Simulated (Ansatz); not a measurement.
Born–Oppenheimer molecular dynamics of BCl2F (4 atoms, charge 0, multiplicity 1). It goes on from the last frame of an earlier run, with new velocities.

Method: RHF/6-31G* (Ansatz 0.2.0).

- ensemble: NVT, Langevin thermostat
- time step: 1 fs
- steps asked: 150
- set temperature: 3000 K
- friction: 0.01 /fs
- seed: 998659

Frames 5 fs apart, positions in Å, forces in eV/Å.

Velocities at 40 fs (Å/ps):

```
B 2.87 1.70 -2.08
Cl 0.55 -0.61 -3.98
Cl 6.65 4.07 8.00
F 11.62 -0.65 18.09
```

```xyz
4
Properties=species:S:1:pos:R:3:forces:R:3 time_fs=40 energy_less_start_eV=0.494 T=1400
B 0.218 -0.350 0.385 7.53 2.97 1.33
Cl 1.079 -0.725 1.825 -0.24 -0.74 1.12
Cl 1.043 0.678 -0.738 1.27 1.19 -1.00
F -0.848 -0.653 -0.019 -8.55 -3.42 -1.44
4
Properties=species:S:1:pos:R:3:forces:R:3 time_fs=45 energy_less_start_eV=0.079 T=2189
B 0.287 -0.305 0.391 1.85 0.91 -0.10
Cl 1.077 -0.724 1.810 0.67 -0.94 2.29
Cl 1.090 0.700 -0.699 1.28 1.67 -1.79
F -0.843 -0.687 0.056 -3.80 -1.64 -0.40
4
Properties=species:S:1:pos:R:3:forces:R:3 time_fs=50 energy_less_start_eV=0.296 T=1649
B 0.371 -0.235 0.398 -5.35 -2.43 -1.08
Cl 1.078 -0.721 1.791 1.51 -1.21 3.52
Cl 1.140 0.738 -0.665 1.41 2.38 -2.77
F -0.887 -0.750 0.119 2.43 1.26 0.34
4
Properties=species:S:1:pos:R:3:forces:R:3 time_fs=55 energy_less_start_eV=0.266 T=2005
B 0.353 -0.210 0.369 -4.22 -2.71 -0.01
Cl 1.063 -0.721 1.782 1.38 -0.90 2.95
Cl 1.206 0.778 -0.644 0.68 1.83 -2.34
F -0.882 -0.788 0.172 2.15 1.78 -0.60
4
Properties=species:S:1:pos:R:3:forces:R:3 time_fs=60 energy_less_start_eV=0.284 T=2778
B 0.274 -0.251 0.364 3.06 1.11 0.10
Cl 1.044 -0.709 1.802 1.30 -0.48 2.31
Cl 1.301 0.813 -0.654 -1.51 -0.43 -0.33
F -0.837 -0.817 0.243 -2.85 -0.20 -2.08
4
Properties=species:S:1:pos:R:3:forces:R:3 time_fs=65 energy_less_start_eV=0.731 T=1405
B 0.261 -0.286 0.367 5.27 2.55 0.08
Cl 1.031 -0.690 1.825 1.55 -0.36 2.21
Cl 1.388 0.831 -0.663 -2.41 -1.36 0.34
F -0.837 -0.834 0.316 -4.41 -0.82 -2.63
4
Properties=species:S:1:pos:R:3:forces:R:3 time_fs=70 energy_less_start_eV=0.768 T=1184
B 0.349 -0.293 0.375 -0.87 0.45 -0.83
Cl 1.038 -0.679 1.849 1.76 -0.44 2.36
Cl 1.454 0.840 -0.685 -2.54 -1.78 0.75
F -0.884 -0.852 0.354 1.64 1.78 -2.28
4
Properties=species:S:1:pos:R:3:forces:R:3 time_fs=75 energy_less_start_eV=1.022 T=543
B 0.415 -0.287 0.370 -2.96 -0.21 -0.81
Cl 1.059 -0.677 1.867 1.53 -0.37 1.87
Cl 1.489 0.837 -0.714 -2.48 -1.92 0.97
F -0.912 -0.852 0.360 3.92 2.49 -2.03
4
Properties=species:S:1:pos:R:3:forces:R:3 time_fs=80 energy_less_start_eV=0.890 T=1202
B 0.445 -0.274 0.369 -2.80 -0.57 0.05
Cl 1.079 -0.676 1.912 0.93 -0.04 0.64
Cl 1.511 0.822 -0.725 -2.39 -1.88 1.08
F -0.892 -0.829 0.338 4.26 2.49 -1.77
4
Properties=species:S:1:pos:R:3:forces:R:3 time_fs=85 energy_less_start_eV=0.461 T=1377
B 0.426 -0.279 0.370 -0.32 0.00 0.96
Cl 1.104 -0.683 1.965 0.22 0.25 -0.65
Cl 1.528 0.798 -0.732 -2.42 -1.88 1.22
F -0.834 -0.775 0.296 2.52 1.63 -1.53
4
Properties=species:S:1:pos:R:3:forces:R:3 time_fs=90 energy_less_start_eV=0.283 T=2092
B 0.389 -0.272 0.387 4.29 1.41 1.48
Cl 1.137 -0.678 2.016 -0.57 0.37 -1.49
Cl 1.518 0.769 -0.733 -2.26 -1.68 1.30
F -0.779 -0.699 0.222 -1.46 -0.10 -1.29
4
Properties=species:S:1:pos:R:3:forces:R:3 time_fs=95 energy_less_start_eV=-0.006 T=3037
B 0.437 -0.265 0.440 3.46 1.47 0.44
Cl 1.150 -0.658 2.054 -0.73 0.21 -1.32
Cl 1.499 0.735 -0.725 -1.48 -1.28 1.30
F -0.729 -0.620 0.120 -1.25 -0.40 -0.42
```

Of the whole run (150 fs, mean temperature of the second half 2264 K): The mean temperature of the second half is 25 % below the set value. A run of 0.15 ps of so small a system gives no equilibrium averages.

The run took 83 s on 1 thread of Intel(R) Xeon(R) 6975P-C (Granite Rapids) (shared host), peak memory 0.12 GiB.
